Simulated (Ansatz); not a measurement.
Geometry optimisation, RKS LDA/def2-SVP in Ansatz 0.2.0.

Input:

```yaml
crystal:
  periodic: [false, false, false]
  atoms:
    - { symbol: Si, position_ang: [-0.0193, -0.6474, -0.0137] }
    - { symbol: H, position_ang: [-0.7963, 1.0217, 0.3577] }
    - { symbol: Cl, position_ang: [-1.1425, -0.6906, -1.6733] }
    - { symbol: Cl, position_ang: [-0.7201, -1.1616, 1.8075] }
    - { symbol: H, position_ang: [1.0677, -1.5921, -0.2375] }
    - { symbol: H, position_ang: [-0.1332, 1.7124, 0.171] }
    - { symbol: Br, position_ang: [1.7437, 1.3577, -0.4117] }
basis:
  gaussian: { orbitals: def2-SVP }
hamiltonian:
  xc: lda
relax:
  f_tol: 0.15
  max_steps: 25
  restrain:
    - { distance: [0, 6], at: 3.61, k: 30.0 }
    - { distance: [5, 1], at: 1.92, k: 30.0 }
    - { distance: [0, 1], at: 1.42, k: 30.0 }
    - { distance: [5, 6], at: 1.51, k: 30.0 }
```

Run as:

```bash
$ ansatz run input.yaml --threads 2 --pin off --max-ram 3072MiB --backend cpu --events-out ev --progress --plain --runs-dir out
```

Where does it end, and by what steps?

The run converged. The restraints hold the end off the free minimum. After 7 steps the energy has fallen by 1.257 eV (the restraints' own energy left out); H6 moved furthest, 0.87 Å. Joined: Si1–H2 (1.88 → 1.45 Å), H6–Br7 (2.00 → 1.48 Å).

```tsv
step	energy less start (eV)	largest force component (eV/Å)	accepted
0	0.0000	1.962	yes
1	0.6289	2.361	yes
2	0.4757	3.069	yes
3	-0.1252	2.144	yes
4	-0.7258	1.070	yes
5	-1.0324	1.032	yes
6	-1.0708	1.932	yes
7	-1.2566	1.093	yes
```

```xyz
7
Properties=species:S:1:pos:R:3
Si -0.397 -0.702 0.106
H -0.617 0.707 0.384
Cl -1.493 -1.206 -1.548
Cl -1.121 -1.771 1.697
H 1.026 -1.093 -0.120
H 0.600 2.131 -0.044
Br 2.002 1.935 -0.475
```

The run took 7.1 s on 2 threads of Intel(R) Xeon(R) Platinum 8488C (Sapphire Rapids), on a shared host, peak memory 0.16 GiB.
